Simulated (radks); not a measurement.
Trend from Zr to Cd: ionisation energy by Delta-SCF between NIST ground configurations, and size. Calculated with a radial shooting solver on a logarithmic mesh with Libxc functionals: Dirac Kohn-Sham, PBE, spin-unpolarised, spherical densities, point nucleus; open shells are shared between the two j in proportion to 2j + 1.

[
 {"species": "Zr", "configuration": "[Kr] 4d2 5s2", "configuration of the ion": "[Kr] 4d2 5s1", "IE (eV)": "7.138", "NIST (eV)": "6.634", "kind": "exp.", "outermost": "5s1/2", "<r> outermost (bohr)": "3.73"},
 {"species": "Nb", "configuration": "[Kr] 4d4 5s1", "configuration of the ion": "[Kr] 4d4", "IE (eV)": "6.638", "NIST (eV)": "6.759", "kind": "exp.", "outermost": "5s1/2", "<r> outermost (bohr)": "3.73"},
 {"species": "Mo", "configuration": "[Kr] 4d5 5s1", "configuration of the ion": "[Kr] 4d5", "IE (eV)": "6.891", "NIST (eV)": "7.092", "kind": "exp.", "outermost": "5s1/2", "<r> outermost (bohr)": "3.60"},
 {"species": "Tc", "configuration": "[Kr] 4d5 5s2", "configuration of the ion": "[Kr] 4d5 5s1", "IE (eV)": "8.154", "NIST (eV)": "7.119", "kind": "exp.", "outermost": "5s1/2", "<r> outermost (bohr)": "3.30"},
 {"species": "Ru", "configuration": "[Kr] 4d7 5s1", "configuration of the ion": "[Kr] 4d7", "IE (eV)": "7.294", "NIST (eV)": "7.361", "kind": "exp.", "outermost": "5s1/2", "<r> outermost (bohr)": "3.39"},
 {"species": "Rh", "configuration": "[Kr] 4d8 5s1", "configuration of the ion": "[Kr] 4d8", "IE (eV)": "7.462", "NIST (eV)": "7.459", "kind": "exp.", "outermost": "5s1/2", "<r> outermost (bohr)": "3.31"},
 {"species": "Pd", "configuration": "[Kr] 4d10", "configuration of the ion": "[Kr] 4d9", "IE (eV)": "9.120", "NIST (eV)": "8.337", "kind": "exp.", "outermost": "4d5/2", "<r> outermost (bohr)": "1.61"},
 {"species": "Ag", "configuration": "[Kr] 4d10 5s1", "configuration of the ion": "[Kr] 4d10", "IE (eV)": "7.759", "NIST (eV)": "7.576", "kind": "exp.", "outermost": "5s1/2", "<r> outermost (bohr)": "3.17"},
 {"species": "Cd", "configuration": "[Kr] 4d10 5s2", "configuration of the ion": "[Kr] 4d10 5s1", "IE (eV)": "9.274", "NIST (eV)": "8.994", "kind": "exp.", "outermost": "5s1/2", "<r> outermost (bohr)": "2.90"}
]

Reference values: NIST Atomic Spectra Database (exp. = measured, semi-emp. = semi-empirical, theory = theoretical value adopted there). Spin polarisation and multiplet splitting are left out, so open shells lie too high by an amount that depends on their filling. Sharing an open shell by 2j + 1 raises it above the true ground level by a part of the spin-orbit splitting, which enters the differences from NIST.

Beside tabulated values, note that spin-unpolarised runs miss the spin-polarisation part of the exchange energy of open shells.
